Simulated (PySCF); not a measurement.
Bond curve of NbBr

Set-up: basis Nb def2-TZVPP with ECP28, Br def2-TZVPP; scalar-relativistic core potentials; PySCF 2.14. Energies in eV from Nb (4d4 5s1) + Br in their ground configurations at the same level. State: ⁵Σ⁻ (quintet), unpaired electrons σ ↑↑, δ ↑↑.

All columns are PBE0. A positive dipole means Nb(−)Br(+).

| R (Å) | E (eV) | μ (D) | Mulliken charge on Nb (basis-dependent) | HOMO (eV) | LUMO (eV) | Mayer bond order | ⟨S²⟩ |
| --- | --- | --- | --- | --- | --- | --- | --- |
| 2.147 | -2.257 | 1.64 | 0.22 | -3.94 | -2.98 | 1.52 | 6.01 |
| 2.247 | -2.809 | 0.91 | 0.25 | -4.19 | -3.11 | 1.42 | 6.01 |
| 2.347 | -3.101 | 0.17 | 0.28 | -4.43 | -3.25 | 1.33 | 6.01 |
| 2.422 | -3.200 | -0.40 | 0.30 | -4.60 | -3.36 | 1.27 | 6.01 |
| 2.497 | -3.223 | -0.96 | 0.33 | -4.77 | -3.47 | 1.22 | 6.02 |
| 2.572 | -3.192 | -1.52 | 0.35 | -4.93 | -3.58 | 1.17 | 6.02 |
| 2.672 | -3.087 | -2.27 | 0.38 | -5.13 | -3.72 | 1.11 | 6.02 |
| 2.797 | -2.893 | -3.17 | 0.41 | -5.36 | -3.91 | 1.04 | 6.02 |
| 2.946 | -2.608 | -4.22 | 0.45 | -5.60 | -4.12 | 0.97 | 6.02 |
| 3.146 | -2.196 | -5.52 | 0.49 | -5.87 | -4.39 | 0.90 | 6.03 |

A fit through these points gives, at Re = 2.488 Å, μ = -0.89 D and dμ/dR = -7.53 D/Å; the reduced mass is 42.67 u.

How strong is the fundamental in the double-harmonic approximation, I = 42.26·(dμ/dR)²/μred km/mol?

I = 42.26·(-7.53)²/42.67 = 56.2 km/mol at PBE0.

The metal atom is held in its measured ground configuration; semilocal functionals can put another filling of s and d lower by some tenths of an eV, and De to that atom would be smaller. Spin–orbit coupling is left out, which matters for elements this heavy, above all for dissociation energies. With d or f electrons several states lie close, and the lowest PBE0 determinant need not be the measured ground state.
